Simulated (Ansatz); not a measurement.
Consider the homolysis of the In–S bond: `C[O][In]([NH2])[SH]` → `C[O][In][NH2]`• + `[SH]`•.

Program: Ansatz. Geometries: PBE0-D4/def2-TZVP. ΔE: electronic, gas phase. CCSD(T)/CBS adds triple-zeta CCSD(T) − MP2 to the extrapolated MP2 energy (def2 sets, frozen cores). This one scheme is used for every species. Functionals use def2-TZVPP. B3LYP here is the variant with VWN-RPA as its local correlation; programs differ in this. Open shells (•) are unrestricted, without spin–orbit coupling. Elements past krypton have def2 core potentials. For In outer-core shells are correlated without core-valence functions, which leaves a few kJ/mol of doubt a bond. One conformer a species, not always the lowest.

`C[O][In]([NH2])[SH]`:

Z-matrix (Å, degrees):
```
C
O 1 1.400
H 1 1.100 2 112.9
H 1 1.096 2 108.6 3 -118.8
H 1 1.100 2 112.9 3 122.4
In 2 1.984 1 122.0 3 -61.6
S 6 2.376 2 117.3 1 0.2
N 6 2.008 2 115.6 1 174.5
H 7 1.344 6 92.2 2 -1.8
H 8 1.010 6 116.4 2 155.1
H 8 1.011 6 114.8 2 25.9
```

`C[O][In][NH2]`•:

Cartesian coordinates in Å:
```
C 0.365 -0.691 -1.832
O -0.167 -0.090 -0.691
In 0.714 0.167 1.099
N -0.568 1.202 2.352
H 0.702 -1.723 -1.658
H -0.415 -0.730 -2.602
H 1.211 -0.131 -2.253
H -0.322 1.128 3.333
H -1.522 0.868 2.252
```

`[SH]`•:

Z-matrix (Å, degrees):
```
S
H 1 1.346
```

```csv
level,ΔE (kcal/mol),difference from CCSD(T)/CBS
PBE-D4,71.5,-6.5
r2SCAN0-D4,71.6,-6.4
PBE-QIDH,76.4,-1.6
B3LYP,65.7,-12.3
BHLYP,67.6,-10.4
CCSD(T)/def2-SVP,69.2,-8.8
HF/def2-TZVPP,51.8,-26.2
HF/def2-QZVPP,51.5,-26.5
MP2/CBS(def2),82.8,4.8
CCSD/CBS(def2),75.8,-2.2
CCSD(T)/CBS,78.0,0
```

Problem. What do rigid-rotor, harmonic-oscillator terms from PBE0-D4/def2-TZVP frequencies (298.15 K, 1 bar) make of the CCSD(T)/CBS value? (Best estimate.)

Solution. The calculation gave: ΔZPE = -2.6 kcal/mol, ΔH = +76.1 kcal/mol, ΔS = 153 J/(mol·K), ΔG = +65.2 kcal/mol. Open shells count their whole term as degenerate. Modes under 50 cm⁻¹ make the entropy rough.

Largest T1 diagnostic among the species: 0.021.

Leaving LDA and LC-ωPBE aside and taking each functional with its dispersion term where it has one, the values, not all of them listed here, spread over 12.0 kcal/mol, from BLYP-D4 to ωB97X-V. LDA lies +14.2 kcal/mol from PBE without D4, its usual overbinding. In def2-TZVPP, CCSD(T) changes the Hartree–Fock value by +22.4 kcal/mol (the triples alone add +2.2 kcal/mol) and MP2 by +27.1 kcal/mol; breaking electron pairs costs correlation energy, which Hartree–Fock lacks.
